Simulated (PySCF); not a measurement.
C6H7NO.
Cartesian coordinates in Å at the PBE0-D3(BJ)/def2-SVP level; atoms count from 1:
```xyz
15
C6H7NO angstrom
C      2.2546   -0.1412    0.1163
O      1.2118    0.7931    0.0288
C     -0.0501    0.3475   -0.0402
C     -1.0647    1.3113   -0.1118
C     -2.3823    0.8826   -0.1830
N     -2.7548   -0.3991   -0.1887
C     -1.7855   -1.3027   -0.1220
C     -0.4245   -1.0003   -0.0459
H      2.2893   -0.7989   -0.7694
H      3.1869    0.4343    0.1688
H      2.1676   -0.7657    1.0222
H     -0.8021    2.3704   -0.1095
H     -3.1879    1.6240   -0.2391
H     -2.0960   -2.3546   -0.1280
H      0.3068   -1.8070    0.0064
```

All values: PBE0/pcSseg-1 and CAM-B3LYP/def2-SVPD (PySCF, non-relativistic), on one gas-phase PBE0-D3(BJ)/def2-SVP geometry that isn't relaxed in the solvent. The solvent is an IEF-PCM continuum (Bondi radii, 1.10 Å for H, scaled by 1.2). Only the electrostatic response of the medium enters.

Gas phase at PBE0/pcSseg-1: HOMO -7.24 eV, LUMO -0.45 eV, dipole 3.38 D.

**Question.** What does the continuum do to the energy, the frontier levels and the dipole at PBE0/pcSseg-1 in chloroform and dichloromethane?

**Answer.** 
| solvent | ε | E(solvent) − E(gas) (kJ/mol) | polarisation term (kJ/mol) | distortion of the solute (kJ/mol) | HOMO (eV) | LUMO (eV) | dipole (D) |
| --- | --- | --- | --- | --- | --- | --- | --- |
| chloroform | 4.711 | -19.85 | -22.40 | 2.55 | -7.26 | -0.51 | 4.13 |
| dichloromethane | 8.93 | -23.87 | -27.61 | 3.74 | -7.28 | -0.52 | 4.29 |

The polarisation term is half the interaction of the solute with the surface charges that it induces; the rest is the cost of distorting the solute's density. The sum is the electrostatic part of solvation alone. From chloroform to dichloromethane the lowering changes by a factor 1.20, Onsager's factor (ε − 1)/(2ε + 1) by 1.18 and ε itself by 1.9.

**Question.** Which radius a makes the point-dipole formula ΔE = −[(ε − 1)/(2ε + 1)]·μ²/a³ give the value in dichloromethane, with the gas-phase dipole?

**Answer.** μ = 1.329 au and |ΔE| = 0.00909 Eh give a = 2.30 Å; the farthest nucleus lies 3.44 Å from the centroid of the nuclei, so such a sphere wouldn't even hold the nuclei. The formula assumes a rigid point dipole at the centre of a sphere.

**Question.** Give the dipole vector in the frame of the coordinates (D, pointing from negative to positive charge), gas and dichloromethane.

**Answer.** Gas (3.33, -0.50, 0.22), solvent (4.22, -0.68, 0.28). Its length changes by +27 % and its direction by less than 1°.

**Question.** Which IAO charges (PBE0/pcSseg-1) respond most in chloroform (means over atoms taken as equivalent)?

**Answer.** 
| atoms | environment | gas (e) | solvent (e) | change |
| --- | --- | --- | --- | --- |
| N6 | pyridine-type nitrogen | -0.300 | -0.332 | -0.032 |
| H12/H15 | aromatic hydrogen | +0.159 | +0.170 | +0.011 |
| H13/H14 | aromatic hydrogen | +0.153 | +0.160 | +0.007 |
| H9/H10/H11 | methyl hydrogen | +0.146 | +0.153 | +0.007 |
| C5/C7 | aromatic CH next to a ring nitrogen | -0.001 | -0.008 | -0.007 |
| O2 | aryl ether oxygen | -0.311 | -0.316 | -0.005 |
| C1 | methoxy carbon | -0.204 | -0.209 | -0.005 |
| C3 | aromatic carbon bearing oxygen | +0.229 | +0.231 | +0.002 |

**Question.** Which Mayer bond orders change most in chloroform?

**Answer.** 
```json
{"bond": "N6–C7", "length (Å)": "1.327", "gas": "1.506", "solvent": "1.490", "change": "-0.016"}
{"bond": "C7–C8", "length (Å)": "1.396", "gas": "1.390", "solvent": "1.406", "change": "+0.016"}
{"bond": "C4–C5", "length (Å)": "1.387", "gas": "1.444", "solvent": "1.459", "change": "+0.015"}
{"bond": "C1–O2", "length (Å)": "1.403", "gas": "0.905", "solvent": "0.891", "change": "-0.014"}
{"bond": "C5–N6", "length (Å)": "1.335", "gas": "1.447", "solvent": "1.437", "change": "-0.010"}
{"bond": "O2–C3", "length (Å)": "1.340", "gas": "1.055", "solvent": "1.062", "change": "+0.007"}
{"bond": "C3–C4", "length (Å)": "1.401", "gas": "1.358", "solvent": "1.351", "change": "-0.007"}
{"bond": "C7–H14", "length (Å)": "1.097", "gas": "0.965", "solvent": "0.961", "change": "-0.004"}
```

Gas phase at CAM-B3LYP/def2-SVPD: HOMO -8.51 eV, LUMO 0.58 eV, dipole 3.28 D.

**Question.** What does the continuum do to the energy, the frontier levels and the dipole at CAM-B3LYP/def2-SVPD in chloroform and dichloromethane?

**Answer.** 
```csv
solvent,ε,E(solvent) − E(gas) (kJ/mol),polarisation term (kJ/mol),distortion of the solute (kJ/mol),HOMO (eV),LUMO (eV),dipole (D)
chloroform,4.711,-19.18,-22.05,2.87,-8.52,0.55,4.10
dichloromethane,8.93,-23.14,-27.40,4.26,-8.53,0.54,4.28
```

**Question.** How does the static polarisability (CAM-B3LYP/def2-SVPD, frozen core, with the continuum's full static response) change?

**Answer.** 
```json
{"medium": "gas", "isotropic (au)": "80.0", "principal values (au)": "50.9, 85.9, 103.1", "⟨r²⟩ of the electrons (bohr²)": "950.7"}
{"medium": "chloroform", "isotropic (au)": "100.3", "principal values (au)": "62.7, 109.8, 128.4", "⟨r²⟩ of the electrons (bohr²)": "950.4"}
{"medium": "dichloromethane", "isotropic (au)": "105.1", "principal values (au)": "66.2, 115.4, 133.7", "⟨r²⟩ of the electrons (bohr²)": "950.4"}
```

The isotropic value in dichloromethane is 1.31 times the gas-phase one; no cavity-field correction is applied. ⟨r²⟩ is taken about the centre of nuclear charge.
